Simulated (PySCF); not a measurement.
Gas-phase equilibrium of 1 mol GeF₄, 47 mol H₂ at 600 K and 0.133 bar, among 16 species (GeH₄, Ge₂H₆, F₂, GeF₂, GeF₃, F, H, GeH₃F, GeHF₃, HF, H₂, Ge₃H₈, GeH₃, GeH₂F₂, GeH₂, GeF₄). Only gases are allowed; each row takes one source of thermochemistry for all species, and Cantera finds the minimum.

Computed with PySCF and rigid-rotor harmonic-oscillator thermochemistry at 1 bar. † marks an energy on the PBE0/def2-TZVP geometry and frequencies; other levels use their own. 6-31G* has spherical d functions here. The species in the table below are closed-shell singlets. B3LYP is the form with VWN-RPA correlation. Ge: all electrons, no relativistic terms. GeHF₃, GeH₂F₂: computed as isolated molecules; such fragments, hydroxides, amides, oligomers or adducts are transient or little studied in the gas. The harmonic model lacks anharmonicity and excited electronic states, which grow with temperature; levels with a mode under 35 cm⁻¹ are left out.

Molecules larger than those listed are left out, and so are free Ge atoms, whose spin-orbit terms are large. Also missing: (HF)n, which can matter at low temperature or high pressure. Table species left out: H2F2, H3F3, H4F4.

Mole fractions:

| thermochemistry | x H₂ | x HF | x GeF₂ | x GeF₄ | x GeHF₃ | x GeH₂F₂ |
|---|---|---|---|---|---|---|
| B3LYP/6-31G* | 0.98 | 0.0026 | 0.0012 | 0.019 | 7.2e-5 | 4.9e-10 |
| B3LYP/def2-TZVP† | 0.94 | 0.041 | 0.020 | 2.7e-5 | 1.6e-5 | 1.7e-8 |
| M06-2X/def2-TZVP† | 0.97 | 0.0044 | 0.0014 | 0.018 | 0.0017 | 4.0e-7 |
| PBE/def2-SVP | 0.96 | 0.022 | 0.011 | 0.0090 | 0.0011 | 2.5e-7 |
| r2SCAN/def2-TZVP† | 0.97 | 0.014 | 0.0056 | 0.013 | 0.0023 | 1.1e-6 |
| ωB97X-V/def2-TZVP† | 0.96 | 0.020 | 0.0082 | 0.0090 | 0.0035 | 3.2e-6 |
The most sensitive of these is GeH₂F₂: it spans a factor of 10^3.8 over these rows; at this temperature one factor of ten is RT ln 10 = 11 kJ/mol.
